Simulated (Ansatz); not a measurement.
Consider the formal exchange of groups at the Si–S bond: `FCS[SiH3]` + `[F][GeH]([F])[F]` → `[F][Ge]([F])([F])[SiH3]` + `FCS`.

Gas-phase electronic energies from Ansatz, PBE0-D4/def2-TZVP geometries. CBS: MP2 limit from def2 TZ/QZ plus the TZ coupled-cluster correction, frozen cores. Functionals use def2-TZVPP. For Ge outer-core shells are correlated without core-valence functions, which leaves a few kJ/mol of doubt a bond. Scalar relativity is left out up to krypton. One conformer a species, not always the lowest.

```
             level  ΔE (kJ/mol)  difference from CCSD(T)/CBS
       LDA (SPW92)         18.4                         -8.4
           PBE0-D4         22.4                         -4.4
        r2SCANh-D4         26.4                         -0.4
      CAM-B3LYP-D4         22.0                         -4.8
          PBE-QIDH         30.5                          3.7
             BHLYP         24.8                         -2.0
         CAM-B3LYP         21.0                         -5.8
     HF/def2-TZVPP         33.0                          6.2
SCS-MP2/def2-QZVPP         34.1                          7.3
     MP2/CBS(def2)         34.9                          8.1
       CCSD(T)/CBS         26.8                            0
```

Largest T1 diagnostic among the species: 0.013.

Leaving LDA and LC-ωPBE aside and taking each functional with its dispersion term where it has one, the values, not all of them listed here, spread over 14.2 kJ/mol, from BLYP-D4 to PBE-QIDH. From PBE to PBE0 (25 % exact exchange), in def2-TZVPP and without D4, ΔE moves by +5.9 kJ/mol.
